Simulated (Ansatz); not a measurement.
Reaction (redistribution): `N[SiH](N)[Ga]([F])[Cl]` + `C[SiH2]C=N` → `N=C[SiH](N)N` + `C[SiH2][Ga]([F])[Cl]`

Calculated with Ansatz (gas phase, PBE0-D4/def2-TZVP geometries, no zero-point term in ΔE). CBS: MP2 limit from def2 TZ/QZ plus the TZ coupled-cluster correction, frozen cores. Functionals use def2-TZVPP. B3LYP here is the variant with VWN-RPA as its local correlation; programs differ in this. For Ga outer-core shells are correlated without core-valence functions, which leaves a few kJ/mol of doubt a bond. Scalar relativity is left out up to krypton. One conformer a species, not always the lowest.

(1) Is it downhill or uphill in electronic energy at CCSD(T)/CBS, and by how much? (An estimate is asked.)

(2) What do these levels give: PBE0-D4, B3LYP-D4, ωB97M-V, B2PLYP, r2SCAN, MP2/def2-TZVPP, CCSD/def2-TZVPP, CCSD(T)/def2-TZVPP, HF/def2-QZVPP, HF/CBS(def2), MP2/CBS(def2), CCSD/CBS(def2)? (Best estimate.)

Largest T1 diagnostic among the species: 0.013.

Answers

(1) Computed: Downhill: ΔE = -14.7 kJ/mol.

(2) The calculation gave: PBE0-D4 -12.5, B3LYP-D4 -10.7, ωB97M-V -14.0, B2PLYP -13.3, r2SCAN -12.0, MP2/def2-TZVPP -15.3, CCSD/def2-TZVPP -16.6, CCSD(T)/def2-TZVPP -15.6, HF/def2-QZVPP -18.5, HF/CBS(def2) -18.5, MP2/CBS(def2) -14.4, CCSD/CBS(def2) -15.7 kJ/mol.

From PBE to PBE0 (25 % exact exchange), in def2-TZVPP and without D4, ΔE moves by −4.2 kJ/mol.
